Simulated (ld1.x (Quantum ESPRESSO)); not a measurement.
fluorine (F): one change to an RRKJ potential, before and after

- Element: F
- Generator: ld1.x (Quantum ESPRESSO) 7.5
- Type: norm-conserving RRKJ (Kleinman–Bylander form)
- Functional: PBEsol
- Relativity: scalar-relativistic
- Frozen core: [He]
- Valence charge: 7
- Reference configuration: 2s2 2p3 (charge +2)
- Partial waves: 2s (bound): rc 0.55 bohr; 2p (bound): rc 1.00 bohr
- Local potential: the p channel
- Core correction: Bessel-smoothed model core inside 0.50 bohr

Change: wave 2p (bound): rc 1.00 bohr becomes 2p (bound): rc 1.34 bohr.

Cutoffs: the cutoffs (Ry, on a coarse ladder) from which the occupation-weighted sum of valence levels, in a spherical-Bessel basis at the reference potential, stays within 10 and 1 mRy of its value at 400 Ry; they do not see the model core or the augmentation charge, which bear on the density cutoff. Errors are all-electron minus pseudo energies relative to the spin-unpolarised reference configuration.

Question: How do hardness, ghosts and transferability respond?

Answer: The potential gets neither clearly harder nor softer (230 Ry and 300 Ry → 230 Ry and 300 Ry); the s channel sets the loose cutoff, while the largest relative change is in p, which becomes softer; of the 7 tests that both files solve, the error grows in 7 and shrinks in 0 by more than 15 % and 0.3 meV (median size 30.1 → 121.3 meV); neither file shows a bound ghost. More of the atom is replaced by a form fitted at one configuration, so other configurations suffer.

| quantity | base | changed |
| --- | --- | --- |
| cutoff, loose | 230 Ry | 230 Ry |
| cutoff, tight | 300 Ry | 300 Ry |
| loose cutoff by channel (10 mRy a level) | s 200 Ry, p 110 Ry | s 200 Ry, p 70 Ry |
| bound ghosts | none | none |
| error for 2s2 2p5, meV [ΔE -57.59 eV] | -3.7 | -15 |
| error for 2s2 2p4, meV [ΔE -38.28 eV] | +5.4 | +20 |
| error for 2s2 2p2, meV [ΔE 60.49 eV] | +30 | +121 |
| error for 2s2 2p4.5, meV [ΔE -50.08 eV] | +3.2 | +13 |
| error for 2s2 2p1, meV [ΔE 146.08 eV] | +244 | +828 |
| error for 2s1 2p5, meV [ΔE -19.29 eV] | +48 | +175 |
| error for 2s1 2p6, meV [ΔE -38.90 eV] | +41 | +172 |
